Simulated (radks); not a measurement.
Spherical quantum dot in the effective-mass picture: electrons in a hard-walled sphere of radius 1.47, all in effective atomic units (hartree* = m*/eps^2 hartree, bohr* = eps/m* bohr), one dielectric constant everywhere. Method: non-relativistic Kohn-Sham, LDA (Slater exchange, Perdew-Wang correlation), spin-polarised, spherical densities; computed with a radial shooting solver with Libxc functionals. Levels are named by radial order and angular momentum (1s, 1p, 1d, 2s, ...), and open shells are averaged over m. Each electron was tried in the lowest free levels, single moves between levels near the top were tried too, and the lowest total energy was kept; such a search can miss a lower state. At N = 1 the Hartree and exchange-correlation terms need not cancel, so that row can carry a self-interaction error.

N,open shells,2S,E (hartree*),mu = E(N) - E(N-1) (hartree*),addition energy mu(N+1) - mu(N) (hartree*),e(HOMO) (hartree*)
1,"1s(up 1, down 0)",1,2.33537,2.3354,1.132,2.7616
2,none,0,5.80242,3.4671,3.120,3.9054
3,"1p(up 1, down 0)",1,12.3894,6.5869,0.8748,7.0177
4,"1p(up 2, down 0)",2,19.8511,7.4617,0.9011,7.9097
5,"1p(up 3, down 0)",3,28.2139,8.3628,1.178,8.8177
6,"1p(up 3, down 1)",2,37.7549,9.5409,0.8637,9.9673
7,"1p(up 3, down 2)",1,48.1595,10.405,0.8861,10.845
8,none,0,59.4503,11.291,3.601,11.738
9,"1d(up 1, down 0)",1,74.3421,14.892,0.8507,15.316
10,"1d(up 2, down 0)",2,90.0846,15.742,0.8566,16.170
11,"1d(up 3, down 0)",3,106.684,16.599,0.8602,17.029
12,"1d(up 4, down 0)",4,124.143,17.459,0.8626,17.890
13,"1d(up 5, down 0)",5,142.465,18.322,1.114,18.754
14,"1d(up 5, down 1)",4,161.901,19.436,0.8411,19.855
15,"1d(up 5, down 2)",3,182.178,20.277,0.8466,20.700
16,"1d(up 5, down 3)",2,203.302,21.124,0.8503,21.548
17,"1d(up 5, down 4)",1,225.276,21.974,0.8527,22.400
18,none,0,248.102,22.827,3.632,23.254
19,"2s(up 1, down 0)",1,274.561,26.458,1.269,27.001
20,none,0,302.288,27.727,0.9573,28.273
21,"2s(up 1, down 0) 1f(up 2, down 0)",3,330.972,28.685,0.7664,29.035
22,"2s(up 1, down 0) 1f(up 3, down 0)",4,360.423,29.451,0.8316,29.867
23,"2s(up 1, down 0) 1f(up 4, down 0)",5,390.706,30.283,0.8324,30.699
24,"2s(up 1, down 0) 1f(up 5, down 0)",6,421.821,31.115,0.8330,31.531
25,"2s(up 1, down 0) 1f(up 6, down 0)",7,453.769,31.948,0.8334,32.365
26,"2s(up 1, down 0) 1f(up 7, down 0)",8,486.550,32.781,1.080,33.198
27,"2s(up 1, down 0) 1f(up 7, down 1)",7,520.411,33.861,0.8208,34.271
28,"2s(up 1, down 0) 1f(up 7, down 2)",6,555.093,34.682,0.8225,35.093
29,"2s(up 1, down 0) 1f(up 7, down 3)",5,590.597,35.504,0.8238,35.916
30,"2s(up 1, down 0) 1f(up 7, down 4)",4,626.926,36.328,0.8174,36.753
31,"1f(up 7, down 6)",1,664.071,37.146,0.7717,37.504
32,none,0,701.988,37.917,0.9565,38.331
33,"2s(up 1, down 0)",1,740.862,38.874,1.278,39.418
34,none,0,781.014,40.152,4.073,40.698
35,"1g(up 1, down 0)",1,825.240,44.225,0.8108,44.630
36,"1g(up 2, down 0)",2,870.275,45.036,0.8113,45.441
37,"1g(up 3, down 0)",3,916.123,45.847,0.8118,46.253
38,"1g(up 4, down 0)",4,962.782,46.659,0.8121,47.065
39,"1g(up 5, down 0)",5,1010.25,47.471,0.8124,47.877
40,"1g(up 6, down 0)",6,1058.54,48.284,0.8126,48.690
41,"1g(up 7, down 0)",7,1107.63,49.096,0.8128,49.503
42,"1g(up 8, down 0)",8,1157.54,49.909,0.8129,50.315
43,"1g(up 9, down 0)",9,1208.26,50.722,-,51.128

All shells are closed at N = 2, 8, 18, 20, 32, 34 (there: 1s2 1p6 1d10 2s2 1f14); the second difference of the energy has clear peaks (12 % above both neighbours; the first and last values, which can be the largest, are not judged, and half-filled shells can peak too) at N = 2, 5, 8, 13, 18, 26, 34.
